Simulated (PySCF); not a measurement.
A drawing and its optimised geometry.

[C6H14NSi]+. Drawn bonds (atoms numbered from 1): C1–N2, N2=C3, C3–C4, C4–C5, C4–Si6, Si6–C7, Si6–C8, C1–H9, C1–H10, C1–H11, C3–H12, C4–H13, C5–H14, C5–H15, C5–H16, C7–H17, C7–H18, C7–H19, C8–H20, C8–H21, C8–H22. Charge +1.

Geometry after optimisation with GFN2-xTB (Å):

```
atom  x, y, z in Å
C1     2.028   -1.258    0.971
N2     1.112   -0.320    0.411
C3     1.381    0.731   -0.260
C4     0.090    1.380   -0.582
C5    -0.129    1.648   -2.070
Si6   -0.775   -0.108    0.326
C7    -1.435   -1.513   -0.746
C8    -1.422    0.177    2.074
H9     3.063   -0.973    0.782
H10    1.856   -1.325    2.045
H11    1.835   -2.243    0.543
H12    2.376    1.051   -0.541
H13    0.018    2.334   -0.055
H14   -1.118    2.069   -2.225
H15    0.606    2.360   -2.441
H16   -0.047    0.735   -2.651
H17   -0.825   -1.683   -1.631
H18   -1.475   -2.444   -0.185
H19   -2.446   -1.300   -1.081
H20   -1.458   -0.753    2.636
H21   -2.434    0.572    2.048
H22   -0.810    0.883    2.633
```

Here a drawn bond counts as lost beyond 1.3 times the sum of covalent radii plus 0.1 Å; another pair counts as a new contact within 1.08 times that sum, or 1.2 times among H, C, N, O, F, S and Cl. Covalent radii used (Å): C 0.73, H 0.31, N 0.71, Si 1.11.

Problem. Which drawn bonds no longer describe this geometry, and which new contacts appear?

Solution. No drawn bond is lost. New contacts: N2–Si6 (1.90 Å; radii sum 1.82 Å). The tight-binding optimisation can itself be at fault, so a check at a higher level is due before the drawing is dismissed.

Problem. How long is each drawn bond in this geometry?

Solution. 
```tsv
drawn bond	length (Å)	over radii sum
C1–N2	1.426	0.99
N2–C3	1.276	0.89
C3–C4	1.480	1.01
C4–C5	1.527	1.05
C4–Si6	1.946	1.06
Si6–C7	1.886	1.02
Si6–C8	1.886	1.02
C1–H9	1.090	1.05
C1–H10	1.090	1.05
C1–H11	1.090	1.05
C3–H12	1.082	1.04
C4–H13	1.093	1.05
C5–H14	1.086	1.04
C5–H15	1.088	1.05
C5–H16	1.086	1.04
C7–H17	1.088	1.05
C7–H18	1.088	1.05
C7–H19	1.086	1.04
C8–H20	1.088	1.05
C8–H21	1.087	1.04
C8–H22	1.088	1.05
```

The numbers are calculated, not measured.
